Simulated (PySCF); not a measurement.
These are PySCF with CAM-B3LYP-D3(BJ)/def2-TZVP // CAM-B3LYP-D3(BJ)/def2-SVP values and carry that method's errors. Isolated molecules, 0 K electronic values unless said otherwise. Excitations are Tamm–Dancoff values on a coarser integration grid. The basis has no diffuse functions, so Rydberg states are missing or too high.

Reference species (SMILES): `[GaH2-]1[NH2+][GaH2-][NH2+]1` (neutral, multiplicity 1).

```yaml
S1 excitation (TDA): 6.66 eV
S1 oscillator strength: 0.000
HOMO: -9.23 eV
S1–T1 gap (TDA): 0.28 eV
```

Changed species: `[InH2-]1[SbH2+][InH2-][SbH2+]1`.

**Question.** Predict the effect on the S1 excitation (TDA), S1 oscillator strength, HOMO and S1–T1 gap (TDA).

**Answer.** the S1 excitation (TDA) drops by 2.13 eV, to 4.53 eV; the S1 oscillator strength is nearly the same; the HOMO increases by 1.29 eV, to -7.94 eV; the S1–T1 gap (TDA) hardly moves.
